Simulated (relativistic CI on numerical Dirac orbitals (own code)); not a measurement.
# Ir4+: 5p photoemission

Computed with this model: Dirac-Coulomb-Breit CI, orbitals from a KLI potential per configuration, model QED (radiative potential, 1s self-energy scaled to tabulated hydrogen-like ionisation energies), multiplet model of photoemission in the sudden approximation, unscaled Slater integrals; configurations [Xe] 4f14 5d5 → [Kr] 4d10 4f14 5s2 5p5 5d5; 300 K; Lorentzian 1.05 eV and Gaussian 0.6 eV FWHM. Energies are those of the free ion, without screening or charge transfer. The energies are binding energies and can lie tens of eV above those of solids. S is read from ⟨S²⟩ = S(S + 1).

Field parameters in Wybourne normalisation: D3d B²₀ = −7Dσ, B⁴₀ = −14Dq − 21Dτ, B⁴₃ = −14√(10/7) Dq; Td as Oh with Dq negative (B⁴₀ = 21Dq, B⁴₄ = √(5/14) B⁴₀). The field is a parameter set, without covalency.

free ion: ground-state S = 2.42, centroid 111.41 eV. Peaks (eV, height): 101.2 (100), 103.4 (82), 110.0 (30), 119.0 (18), 120.8 (8), 124.8 (35), 127.0 (21), 129.8 (27).

D3d, 10Dq = 41850, Dσ = -690, Dτ = -390 cm⁻¹: ground-state S = 0.61, centroid 111.62 eV. Peaks (eV, height): 103.8 (100), 107.2 (19), 110.4 (11), 112.8 (10), 116.6 (9), 122.8 (31), 127.8 (13).

Td, 10Dq = -16650 cm⁻¹: ground-state S = 2.28, centroid 111.39 eV. Peaks (eV, height): 101.2 (100), 103.4 (94), 110.0 (22), 118.2 (10), 119.6 (14), 125.0 (34), 127.8 (25), 129.6 (22).

Strongest unbroadened transitions for D3d, 10Dq = 41850, Dσ = -690, Dτ = -390 cm⁻¹:

```
Energy (eV)  Relative strength
     103.54               50.3
     103.59               94.8
     103.89              100.0
     104.37               45.7
     104.46               10.1
     105.15               26.0
     105.31               11.4
     105.43                7.7
     106.81                5.4
     107.25                7.6
     107.96                6.8
     121.39                7.0
     122.38               18.9
     122.89                5.3
     122.96                4.8
     123.03               21.0
     123.09                5.2
     128.06                6.1
```
